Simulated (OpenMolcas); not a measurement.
Lines of Te+: computed and rescaled rates

```yaml
Program: OpenMolcas
Method: "MS-RASPT2, IPEA 0.25 Eh, imaginary shift 0.1 Eh (closed shells correlated: 4d 5s)"
Basis: ANO-RCC [10s9p8d5f3g]
Scalar_Hamiltonian: DKH2, point nucleus
Active_space: 3 electrons in 9 orbitals (RAS2 5p; RAS3 5d 6s, at most 1 electron)
State_averaging: 2S+1 = 4 odd, 1 root; 2S+1 = 2 odd, 8 roots; 2S+1 = 4 even, 18 roots; 2S+1 = 2 even, 54 roots
Spin-orbit_coupling: RASSI with atomic mean-field integrals over the reference wave functions, term energies averaged over their components
```

Rates come from the transition moments of the reference wave functions (E1 and E2 in the length form). At fixed line strength A goes as λ^-3 for E1 and M1 and as λ^-5 for E2, so a rate at the computed wavelength can be rescaled to the measured one. Measured vacuum wavelengths follow from level energies in NIST Handbook of Basic Atomic Spectroscopic Data. Branching counts decays inside the model space alone, at computed energies, and the table is only a selection of the E2 and M1 lines, drawn from those between levels with measured partners whose computed energy lies within a factor of 1.5 of the measured one.

| Upper | Lower | Type | λ computed (nm) | λ measured (nm) | A computed (s-1) | A rescaled (s-1) | Branching % |
| --- | --- | --- | --- | --- | --- | --- | --- |
| 5s2 5p3 2P* 3/2 | 5s2 5p3 4S* 3/2 | M1 | 385 | 416.1 | 1.44e+01 |  | 45.0 |
| 5s2 5p3 2P* 3/2 | 5s2 5p3 2D* 3/2 | M1 | 676 | 724.1 | 1.07e+01 |  | 33.6 |
| 5s2 5p3 2P* 1/2 | 5s2 5p3 4S* 3/2 | M1 | 424.4 | 486.7 | 8.56e+00 |  | 63.0 |
| 5s2 5p3 2P* 3/2 | 5s2 5p3 2D* 5/2 | M1 | 757.1 | 861.3 | 4.15e+00 |  | 13.0 |
| 5s2 5p3 2P* 1/2 | 5s2 5p3 2D* 3/2 | M1 | 807.5 | 968.6 | 3.40e+00 |  | 25.1 |
| 5s2 5p3 2D* 3/2 | 5s2 5p3 4S* 3/2 | M1 | 894.6 | 978.2 | 2.03e+00 |  | 99.3 |
| 5s2 5p3 2P* 3/2 | 5s2 5p3 2D* 5/2 | E2 | 757.1 | 861.3 | 1.68e+00 | 8.82e-01 | 5.3 |
| 5s2 5p3 2P* 1/2 | 5s2 5p3 2D* 3/2 | E2 | 807.5 | 968.6 | 1.07e+00 | 4.31e-01 | 7.8 |
| 5s2 5p3 2P* 3/2 | 5s2 5p3 2D* 3/2 | E2 | 676 | 724.1 | 8.67e-01 | 6.15e-01 | 2.7 |
| 5s2 5p3 2P* 1/2 | 5s2 5p3 2D* 5/2 | E2 | 926 | 1231 | 4.05e-01 | 9.75e-02 | 3.0 |
| 5s2 5p3 2P* 1/2 | 5s2 5p3 4S* 3/2 | E2 | 424.4 | 486.7 | 1.50e-01 |  | 1.1 |
| 5s2 5p3 2D* 5/2 | 5s2 5p3 4S* 3/2 | M1 | 783.5 | 805 | 1.12e-01 |  | 59.1 |
| 5s2 5p3 2D* 5/2 | 5s2 5p3 4S* 3/2 | E2 | 783.5 | 805 | 3.95e-02 |  | 20.8 |
| 5s2 5p3 2D* 5/2 | 5s2 5p3 2D* 3/2 | M1 | 6310 | 4547 | 3.82e-02 | 1.02e-01 | 20.1 |
| 5s2 5p3 2D* 3/2 | 5s2 5p3 4S* 3/2 | E2 | 894.6 | 978.2 | 1.46e-02 |  | 0.7 |

Spin-changing lines and M1 lines between different terms are not rescaled, since their strength hangs on the term gaps too.

The largest correction is for 5s2 5p3 2P* 1/2 → 5s2 5p3 2D* 5/2 (E2): 4.05e-01 × (926 / 1231)^5 = 9.75e-02 s-1, a factor of 0.24.

No measured rate stands beside these. Rescaling mends the energy factor alone: line strengths can still be far off where a level mixes with configurations outside the active space, and weak or spin-changing lines hang on small mixing coefficients that depend on the term gaps too, so rescaling need not improve them.

CASPT2 does not keep the components of a term degenerate, so their means are used; among the terms shown or strongly mixed into the levels shown the widest spread is 390 cm-1 (5s2 5p3 2D*). Over all roots computed the reference weight is 0.84 to 0.92; the roots of lowest weight are the least certain, and an intruder state may touch them. With the s shell closed, the reference lacks s² → p² mixing. Measured partners are found by configuration, term and J. A level has none where our copy of the source lacks it or the pairing is in doubt (some pairs that miss far off the trend of their configuration count as doubtful). Only configurations of the active space appear.

* marks odd parity.
